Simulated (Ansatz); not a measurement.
One change: `[NH2][Ge]([NH2])([OH])[F]` becomes `[CH3][Ge]([NH2])([OH])[F]`.

Ansatz, PBE0-D4/def2-TZVP geometries, multiplicity 1. Each molecule was computed in one conformer, which needn't be the lowest.

Scalar relativity is left out up to krypton.

```
                             property  `[NH2][Ge]([NH2])([OH])[F]`
  HOMO energy (B3LYP/def2-TZVPP) / eV                        -7.64
HOMO energy (ωB97M-V/def2-TZVPP) / eV                       -10.31
  LUMO energy (B3LYP/def2-TZVPP) / eV                        -0.27
   HOMO energy (PBE0/def2-TZVPP) / eV                        -7.90
   LUMO energy (PBE0/def2-TZVPP) / eV                         0.12
  HOMO–LUMO gap (PBE/def2-TZVPP) / eV                         5.56
```

Question: What does the change do to each property? (Best estimate.)

Answer: Ansatz gave: 
| property | `[CH3][Ge]([NH2])([OH])[F]` | shift |
| --- | --- | --- |
| HOMO energy (B3LYP/def2-TZVPP) / eV | -7.54 | 0.10 |
| HOMO energy (ωB97M-V/def2-TZVPP) / eV | -10.22 | 0.09 |
| LUMO energy (B3LYP/def2-TZVPP) / eV | 0.00 | 0.27 |
| HOMO energy (PBE0/def2-TZVPP) / eV | -7.80 | 0.10 |
| LUMO energy (PBE0/def2-TZVPP) / eV | 0.38 | 0.26 |
| HOMO–LUMO gap (PBE/def2-TZVPP) / eV | 5.78 | 0.22 |

With PBE0 the HOMO rises by 0.10 eV and the LUMO rises by 0.26 eV, so the gap widens by about 0.16 eV. PBE moves the HOMO by 0.07 eV and ωB97M-V by 0.09 eV.

B3LYP here is the variant with VWN-RPA as its local correlation; programs differ in this.
